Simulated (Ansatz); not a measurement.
B₇N₇H₂₀, a nanocrystal cut from zinc blende BN (hydrogen-capped). Total charge 0; triplet. Geometry PBE-D4/def2-SVP, that of the neutral singlet.

```xyz
34

B    -2.091   -0.126    1.216
B     1.189    1.381   -1.691
B    -0.988   -0.134   -1.146
B     0.030    1.318    0.755
B     0.194   -0.790    2.282
B     1.291   -0.796   -0.083
B    -0.826   -2.246    0.374
N     0.822    2.191   -0.399
N    -1.259    0.745    0.105
N    -1.125   -1.306    1.599
N    -0.159    0.791   -2.232
N     2.038    0.153   -1.208
N    -0.046   -1.287   -0.702
N     0.932    0.109    1.127
H    -3.120   -0.529    0.670
H    -2.317    0.618    2.172
H     1.778    2.065   -2.528
H    -1.998   -0.506   -1.730
H    -0.174    2.097    1.678
H    -0.038   -0.043    3.235
H     0.958   -1.713    2.572
H     2.086   -1.691    0.175
H    -1.860   -2.642   -0.168
H    -0.059   -3.164    0.671
H     0.248    3.015   -0.632
H     1.664    2.604    0.029
H    -1.927    1.496   -0.111
H    -1.616   -1.877    2.298
H    -0.784    1.542   -2.561
H    -0.001    0.229   -3.082
H     2.311   -0.442   -2.004
H     2.943    0.460   -0.822
H     0.125   -1.942   -1.475
H     1.780    0.420    1.618
```

Single mean-field runs in def2-TZVP are fitted with def2-universal-jkfit. At PBE-D4/def2-TZVP the gap within one spin of the charge 0 triplet nearly closes, so an electron or hole may be smeared out by delocalisation error. At PBE0-D4/def2-TZVP a singlet of charge 0 lies 5.35 eV below the triplet at the same geometry.

(1) Estimate the α-spin orbital energies around the gap (eV) in Ansatz with PBE-D4/def2-TZVP, PBE0-D4/def2-TZVP.

Answers

(1) 
| orbital | PBE-D4/def2-TZVP | PBE0-D4/def2-TZVP |
| --- | --- | --- |
| HOMO−5 | -7.45 | -8.96 |
| HOMO−4 | -7.28 | -8.81 |
| HOMO−3 | -7.17 | -8.52 |
| HOMO−2 | -7.17 | -8.52 |
| HOMO−1 | -6.83 | -8.07 |
| HOMO | -1.36 | -1.53 |
| LUMO | -0.51 | 0.12 |
| LUMO+1 | -0.50 | 0.13 |
| LUMO+2 | 0.09 | 0.82 |
| LUMO+3 | 0.09 | 0.87 |
| LUMO+4 | 0.10 | 0.88 |
| LUMO+5 | 0.18 | 0.88 |
| β HOMO | -6.78 | -8.03 |
| β LUMO | -6.77 | -6.65 |
